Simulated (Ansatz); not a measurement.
`F[SiH](F)[AlH2]` + ethane → `CC[SiH](F)[AlH2]` + H–F  (formal exchange of groups at the Si–F bond)

Gas-phase electronic energies from Ansatz, PBE0-D4/def2-TZVP geometries. CBS: MP2 limit from def2 TZ/QZ plus the TZ coupled-cluster correction, frozen cores. This one scheme is used for every species. One conformer a species, not always the lowest.

```csv
species,HF/CBS(def2) energy (Eh)
`F[SiH](F)[AlH2]`,-731.73023
`CC`,-79.26645
`CC[SiH](F)[AlH2]`,-710.85678
H–F,-100.07071
```

(1) Work out ΔE.

Largest T1 diagnostic among the species: 0.012.

Results:

(1) ΔE = (-710.85678) + (-100.07071) − (-731.73023) − (-79.26645) = 0.06919 Eh = +43.4 kcal/mol. CCSD(T)/CBS gives +35.4 kcal/mol.

In def2-TZVPP, CCSD(T) changes the Hartree–Fock value by −7.2 kcal/mol (the triples alone add −1.0 kcal/mol) and MP2 by −7.3 kcal/mol. The D4 term adds −2.5 kcal/mol with B3LYP and −1.4 kcal/mol with PBE0; it sums over pairs of atoms, weighted by their polarisabilities, and B3LYP, whose exchange is more repulsive, gets the larger term.

B3LYP here is the variant with VWN-RPA as its local correlation; programs differ in this.
